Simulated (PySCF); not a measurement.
Geometries of 2 isomers of C4H6O2S, from PBE0-D3(BJ)/def2-SVP geometry optimisation, gas phase (PySCF). One conformer each, no zero-point energy, no frequencies.

Question: Which isomer lies lower at this level?
A.
```xyz
13
angstrom
O      1.186   -1.225    1.629
S      1.176   -0.731    0.256
O      2.175   -1.195   -0.697
C      1.095    1.043    0.284
C     -0.150    1.473    0.087
C     -1.205    0.420   -0.137
C     -0.493   -0.894   -0.438
H      1.994    1.619    0.508
H     -0.424    2.531    0.119
H     -1.880    0.706   -0.958
H     -1.829    0.340    0.769
H     -0.944   -1.784    0.018
H     -0.347   -1.054   -1.515
```
B.
```xyz
13
angstrom
C      2.315    0.437    0.023
C      1.282   -0.396    0.086
S     -0.080   -0.186   -1.033
O     -0.421   -1.510   -1.550
O      0.231    0.932   -1.920
C     -1.399    0.343    0.030
C     -2.439   -0.460    0.230
H      3.189    0.306    0.667
H      2.305    1.264   -0.694
H      1.198   -1.261    0.751
H     -1.289    1.356    0.426
H     -3.291   -0.144    0.837
H     -2.456   -1.453   -0.232
```

Answer: A. That is 2,3-dihydrothiophene 1,1-dioxide (`O=S1(=O)C=CCC1`), 27.4 kcal/mol below the other.

```csv
SMILES,atoms numbered as above,E (Eh),relative (kcal/mol),relative (kJ/mol),dipole (D)
O=S1(=O)C=CCC1,[O:1]=[S:2]1(=[O:3])[CH:4]=[CH:5][CH2:6][CH2:7]1,-703.76051,0.0,0.0,5.29
C=CS(=O)(=O)C=C,[CH2:1]=[CH:2][S:3](=[O:4])(=[O:5])[CH:6]=[CH2:7],-703.71685,27.4,114.6,4.39
```
